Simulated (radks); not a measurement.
Values are calculated unless marked as measured or tabulated.
Q: The mean radii <r> (bohr) of the occupied orbitals of an atom or ion are listed with their occupations. Level of theory: Dirac Kohn-Sham, RPBE, spin-unpolarised, spherical densities, point nucleus (a radial shooting solver on a logarithmic mesh with Libxc functionals).

orbital  occ.      <r>
1s1/2       2  0.02971
2s1/2       2   0.1281
2p1/2       2   0.1084
2p3/2       4   0.1137
3s1/2       2   0.3480
3p1/2       2   0.3390
3p3/2       4   0.3500
3d3/2       4   0.3217
3d5/2       6   0.3252
4p1/2       2   0.8716
4p3/2       4   0.8973
4d3/2       4    1.029
4d5/2       5    1.038
5d3/2       2    2.820

Name the element and its charge. Open shells, if any, fill j = l - 1/2 first.

A: Z = 49, indium, charge +4: In4+ in [Ar] 3d10 4p6 4d9 5d2. The 1s radius gives Z: for a bare nucleus <r> = (2 gamma + 1)/(2Z) with gamma = sqrt(1 - (Z/c)^2), 0.02926 bohr for Z = 49, and screening makes it slightly larger (0.02971 here). The occupations add up to 45, and the charge is Z minus that.
